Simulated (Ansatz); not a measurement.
A nudged elastic band was laid between two geometries of F2H2O2Si + H2S (10 atoms, charge 0, multiplicity 1).

Theory: Ansatz, RKS revPBE/def2-SVP.

```
movable images  : 5
climbing image  : yes
spring          : 5.0 eV/Å²
optimiser       : quadratic models (default)
start path      : through a guess of the saddle point
force threshold : 0.03 eV/Å
iteration limit : 60
end points      : relaxed
```

First end point:

```xyz
10
Properties=species:S:1:pos:R:3
Si -0.205 -0.463 -0.012
O -0.421 -0.158 1.599
H -1.286 0.219 1.836
O 1.394 -0.220 -0.351
H 1.743 -0.744 -1.092
F -1.187 0.495 -0.890
F -0.619 -1.987 -0.412
S 2.131 2.610 2.119
H 2.525 1.917 1.016
H 1.336 1.573 2.504
```

Last end point:

```xyz
10
Properties=species:S:1:pos:R:3
Si 0.182 0.519 -0.601
O 0.831 -0.618 2.558
H -0.077 -0.874 2.811
O 1.057 -0.798 -0.162
H 1.073 -0.915 0.831
F 0.446 0.776 -2.184
F -1.427 0.321 -0.408
S 0.599 2.287 0.574
H 1.944 2.183 0.375
H 0.784 0.362 2.523
```

Task: Which bonds break or form, and what moves?

Result: Bonds broken: Si1–O2, S8–H10. Bonds formed: Si1–S8, O2–H10. F2H2O2Si + H2S becomes F2H2OSSi + H2O.

Task: Give the energies along the band, and the barrier.

Result: The run converged. The highest image is number 3 of 0 to 6, 1.07 eV above the first end and 0.98 eV above the last; the last end lies 0.09 eV above the first. A vibrational analysis at the climbing image gives one clearly imaginary mode, 699i cm⁻¹: a first-order saddle point. The orbitals stay closed-shell, which can raise the energy where a bond breaks towards radicals; this wasn't checked here.

| image | path coordinate (Å) | energy (eV) | Si1–O2 (Å) | S8–H10 (Å) | Si1–S8 (Å) |
| --- | --- | --- | --- | --- | --- |
| 0 | 0.00 | 0.00 | 1.65 | 1.36 | 4.41 |
| 1 | 1.06 | 0.02 | 1.66 | 1.36 | 4.05 |
| 2 | 2.11 | 0.24 | 1.68 | 1.37 | 3.29 |
| 3 | 3.17 | 1.07 | 1.84 | 1.72 | 2.42 |
| 4 | 5.01 | 0.57 | 3.23 | 2.46 | 2.14 |
| 5 | 6.86 | 0.33 | 3.16 | 2.68 | 2.16 |
| 6 | 8.71 | 0.09 | 3.42 | 2.75 | 2.16 |

Task: What is the geometry of the highest image?

Result: 
```xyz
10
Properties=species:S:1:pos:R:3
Si 0.284 0.151 0.092
O -0.066 0.079 1.896
H -0.921 -0.298 2.198
O 1.778 -0.286 -0.524
H 1.717 -1.196 -0.877
F -0.812 1.052 -0.732
F -0.491 -1.317 -0.099
S 1.209 2.206 0.981
H 2.405 1.669 1.352
H 0.308 1.183 2.031
```

Task: What are the harmonic wavenumbers there?

Result: 699i, 119, 148, 207, 263, 319, 348, 367, 393, 428, 474, 492, 610, 673, 755, 809, 868, 959, 980, 1136, 1672, 2619, 3627, 3691 cm⁻¹.

Run time: 98 s on 4 threads of AMD EPYC 7R13 Processor (Zen 3) (shared host), peak memory 0.18 GiB.
